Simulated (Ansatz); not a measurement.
Name a neutral molecule of Cl, I, Ti with zero-point energy (PBE0-D4/def2-TZVP) between 3 and 19 kJ/mol and HOMO energy (B3LYP/def2-TZVPP) between -8.20 and -7.90 eV (Ansatz, PBE0-D4/def2-TZVP geometry).

`[Cl][Ti]([Cl])([Cl])[I]` (13.7 kJ/mol, -8.12 eV). Other molecules can fit too; these were computed, each in one conformer that needn't be the lowest.

B3LYP here is the variant with VWN-RPA as its local correlation; programs differ in this.
